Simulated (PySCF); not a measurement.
From computed data to an observable: refractive index and permittivity of the vapour

CH₆AlBO₄, SMILES [CH2](B(O)O)[Al]([OH])[OH].

The structure is a stationary point at PBE0-D3(BJ)/def2-SVP. The structure was generated by enumeration; whether it is a known compound was not checked. The values are those of a single conformer.

M06-2X/def2-TZVP run with PySCF gives a mean static polarisability of 59.7 bohr³ and a dipole moment of 2.05 D. Take an ideal gas at 298.15 K and 0.1 bar, whether or not the substance is that volatile.

**Question.** Work out n − 1 in the optical limit and the static ε − 1.

**Answer.** 
Polarisability volume α' = 59.7 × 0.148185 = 8.85 Å³. Number density N = p/kT = 2.43e-6 Å⁻³.
Dilute limit of Lorentz–Lorenz: n − 1 = 2π N α' = 0.00014.
Orientation term of Debye: μ²/(3kT) = 8.098 Å³ × μ²(D²) = 34.03 Å³.
ε − 1 = 4π N (α' + μ²/3kT) = 0.0013. Orientation of the dipole supplies 79 % of the static response; it can't follow optical fields. Vibrational polarisation and dispersion are left out.
